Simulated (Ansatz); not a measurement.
`[SnH3][GeH]1[CH2][O]1`, relaxed with RKS PBE-D4/def2-SVP in the Gaussian-basis code of Ansatz from a rough embedded geometry. The force threshold is 0.03 eV/Å; the program also tests the step.

Total charge 0; spin multiplicity 1. Sn: def2 effective core potential.

Start:

```xyz
10

Sn    1.711   -0.711    0.131
Ge   -0.222    0.745   -0.633
C    -1.799    0.554    0.397
O    -1.795   -0.335   -0.579
H     1.848   -2.181   -0.845
H     3.272    0.186   -0.019
H     1.531   -1.162    1.839
H    -0.221    1.463   -1.961
H    -2.609    1.367    0.268
H    -1.715    0.076    1.403
```

```csv
step,energy (eV),largest force (eV/Å),largest move (Å)
1,-65507.7491,2.864,0.000
2,-65508.0365,0.848,0.191
3,-65508.1108,0.434,0.063
4,-65508.1201,0.118,0.076
5,-65508.1225,0.079,0.032
6,-65508.1242,0.045,0.044
7 (rejected),-65508.1226,0.081,0.043
8,-65508.1247,0.027,0.022
9,-65508.1252,0.049,0.067
10,-65508.1253,0.039,0.012
11,-65508.1255,0.020,0.009
```

End:

```xyz
10

Sn    1.812   -0.744    0.109
Ge   -0.204    0.755   -0.588
C    -1.868    0.604    0.423
O    -1.672   -0.471   -0.447
H     1.947   -2.072   -0.986
H     3.295    0.144    0.122
H     1.468   -1.323    1.696
H    -0.311    1.384   -2.006
H    -2.676    1.324    0.162
H    -1.793    0.398    1.514
```

It took 13 s on 4 threads of an Arm Neoverse V2 on a shared host, with 0.17 GiB of host memory at the peak.
